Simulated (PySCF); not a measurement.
Ge(H)2(Et)(NH2) (C2H9GeN), SMILES [NH2][GeH2][CH2]C.

Geometry: B3LYP-D3(BJ)/def2-SVP. Other conformers were not sampled.

All values below come from PySCF with TDDFT-PBE0/def2-SVPD.

Vertical excitations. Isolated molecule, no solvent.

| state | energy (eV) | λ (nm) | f | main pairs |
|---|---|---|---|---|
| S1 | 6.13 | 202 | 0.019 | HOMO→LUMO 96 % |
| S2 | 6.92 | 179 | 0.040 | HOMO→LUMO+1 93 % |
| S3 | 7.18 | 173 | 0.031 | HOMO→LUMO+2 94 % |
| S4 | 7.49 | 166 | 0.030 | HOMO−1→LUMO 93 % |
| S5 | 7.82 | 159 | 0.013 | HOMO→LUMO+3 44 %, HOMO→LUMO+4 35 %, HOMO−1→LUMO+1 10 % |
| S6 | 7.90 | 157 | 0.027 | HOMO→LUMO+3 46 %, HOMO−1→LUMO+1 20 %, HOMO→LUMO+4 18 %, HOMO→LUMO+5 8 % |
| S7 | 7.98 | 155 | 0.006 | HOMO−1→LUMO+1 53 %, HOMO→LUMO+5 32 % |
| S8 | 8.01 | 155 | 0.029 | HOMO→LUMO+5 43 %, HOMO→LUMO+4 33 %, HOMO−1→LUMO+1 12 % |
| S9 | 8.28 | 150 | 0.022 | HOMO→LUMO+6 71 %, HOMO−2→LUMO 17 % |
| S10 | 8.31 | 149 | 0.033 | HOMO−2→LUMO 72 %, HOMO→LUMO+6 19 % |
| T1 | 5.75 | 216 | 0 | HOMO→LUMO 84 % |
| T2 | 6.57 | 189 | 0 | HOMO→LUMO+1 73 %, HOMO→LUMO 11 % |
| T3 | 6.89 | 180 | 0 | HOMO→LUMO+2 82 % |
| T4 | 7.23 | 171 | 0 | HOMO−1→LUMO 84 % |
Triplets are in the Tamm–Dancoff approximation, which puts them higher than full response would, so one can lie above its singlet here.
